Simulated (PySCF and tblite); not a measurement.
Values are calculated unless marked as measured or tabulated.
Stationary points of C7H11N at GFN2-xTB, in Å:

Structure A

```
 1 C    -1.937    0.949   -2.135
 2 C    -1.341    0.557   -1.173
 3 C    -0.607   -0.013   -0.055
 4 C    -1.276    0.378    1.258
 5 N    -0.380   -1.465   -0.183
 6 C     0.982   -1.261   -0.675
 7 C     0.927    0.206   -0.217
 8 C     1.711    0.504    1.046
 9 H    -2.466    1.322   -2.961
10 H    -0.793   -0.129    2.087
11 H    -1.221    1.454    1.402
12 H    -2.323    0.081    1.233
13 H    -1.018   -1.967   -0.790
14 H     1.708   -1.896   -0.161
15 H     1.107   -1.374   -1.758
16 H     1.178    0.931   -0.993
17 H     1.447    1.482    1.442
18 H     2.776    0.498    0.822
19 H     1.516   -0.248    1.805
```

Structure B

```
 1 C    -1.960    1.263   -2.039
 2 C    -1.359    0.692   -1.174
 3 C    -0.620   -0.044   -0.156
 4 C    -1.264    0.209    1.211
 5 N    -0.411   -1.431   -0.477
 6 C     1.018   -1.374   -0.548
 7 C     0.927    0.140   -0.271
 8 C     1.684    0.655    0.936
 9 H    -2.489    1.774   -2.787
10 H    -0.784   -0.399    1.973
11 H    -1.184    1.259    1.480
12 H    -2.318   -0.059    1.167
13 H    -1.054   -2.188   -0.581
14 H     1.540   -1.944    0.235
15 H     1.447   -1.646   -1.522
16 H     1.184    0.736   -1.149
17 H     1.403    1.684    1.152
18 H     2.753    0.627    0.735
19 H     1.486    0.047    1.815
```

Structure C

```
 1 C    -1.948    1.477   -1.946
 2 C    -1.354    0.775   -1.179
 3 C    -0.615   -0.062   -0.252
 4 C    -1.242    0.038    1.139
 5 N    -0.435   -1.439   -0.746
 6 C     0.994   -1.419   -0.442
 7 C     0.932    0.110   -0.313
 8 C     1.658    0.765    0.844
 9 H    -2.473    2.087   -2.619
10 H    -0.743   -0.634    1.834
11 H    -1.173    1.056    1.515
12 H    -2.294   -0.239    1.081
13 H    -0.998   -2.151   -0.297
14 H     1.276   -1.911    0.497
15 H     1.604   -1.822   -1.252
16 H     1.212    0.595   -1.250
17 H     1.376    1.813    0.922
18 H     2.732    0.710    0.678
19 H     1.435    0.273    1.787
```

Level: CAM-B3LYP/pcSseg-1 + D3(BJ) on GFN2-xTB stationary points, with GFN2-xTB thermal terms.

Q: Which structure is a saddle point, and along which motion?

A: B: one imaginary mode (588i cm⁻¹ at GFN2-xTB, mostly on H13, N5), along the pyramidal inversion at N5.

Q: Give their symmetry and energies above the lowest.

A: A C1, 0.0 kcal/mol; B C1, 5.7 kcal/mol; C C1, 1.1 kcal/mol.
